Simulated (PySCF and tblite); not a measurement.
Results of a calculation; reference values are marked as such.
System: C₇H₆F (charge +1), numbered as in [CH:1]#[C:2][C+:3]([CH:4]=[CH2:5])[C:6](=[CH2:7])[F:8].

Motion: rotation about the C4–C3 bond (torsion C5–C4–C3–C2 from 0° to 180°, rising). GFN2-xTB gives an electronic barrier of 10.7 kcal/mol and a reaction energy of 1.3 kcal/mol.

The ion is treated without a counter-ion.

Problem. What does PBE0/pcSseg-1 + D3(BJ) give on GFN2-xTB geometries?

Solution. A barrier of 17.1 kcal/mol, 6.3 above the tight-binding barrier (from unrounded values), a reaction energy of 2.1 kcal/mol and, with GFN2-xTB thermal terms, ΔG‡(298 K) = 16.1 kcal/mol and k = 19 s⁻¹ (2 equivalent paths).

Programs: tblite and PySCF.
